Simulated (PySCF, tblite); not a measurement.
Isomers of C2H12FPSi3. Method: GFN2-xTB as coded in tblite; computed harmonic values from a numerical Hessian at the method's own geometry, unscaled. The method is semi-empirical: single wavenumbers can be off by several per cent or more. Modes of hydrogen on phosphorus and silicon can be 10 to 20 % off. One conformer each.

Electronic energies: PBE0/pcSseg-1 single points on the GFN2-xTB geometries (PySCF, gas phase).

```csv
SMILES,"electronic energy, lowest = 0 (kcal/mol)"
C[SiH](C)P([SiH3])[SiH2]F,0.0
FC[Si@@H](P)[SiH2]C[SiH3],66.2
CC[Si@@H](F)[Si@H]([SiH3])P,22.2
```

Problem. How do GFN2-xTB zero-point energies change the relative energies?

Solution. 
```csv
SMILES,ZPE (kcal/mol),of it from modes above 1550 cm⁻¹,electronic (kcal/mol),"with ZPE, lowest = 0 (kcal/mol)",lowest mode (cm⁻¹),rings
C[SiH](C)P([SiH3])[SiH2]F,79.7,45.3,0.0,0.0,26,0
CC[Si@@H](F)[Si@H]([SiH3])P,79.2,43.9,22.2,21.7,16,0
FC[Si@@H](P)[SiH2]C[SiH3],76.5,42.6,66.2,63.0,9,0
```

The zero-point energies span 3.2 kcal/mol, from `FC[Si@@H](P)[SiH2]C[SiH3]` to `C[SiH](C)P([SiH3])[SiH2]F`. The order is unchanged.

Problem. And how do the electronic energies of GFN2-xTB itself compare?

Solution. `C[SiH](C)P([SiH3])[SiH2]F` 0.0; `CC[Si@@H](F)[Si@H]([SiH3])P` 23.0; `FC[Si@@H](P)[SiH2]C[SiH3]` 66.2 kcal/mol, lowest = 0. Against the energies above, taken from the same isomer `C[SiH](C)P([SiH3])[SiH2]F`, the largest difference is 0.8 kcal/mol.
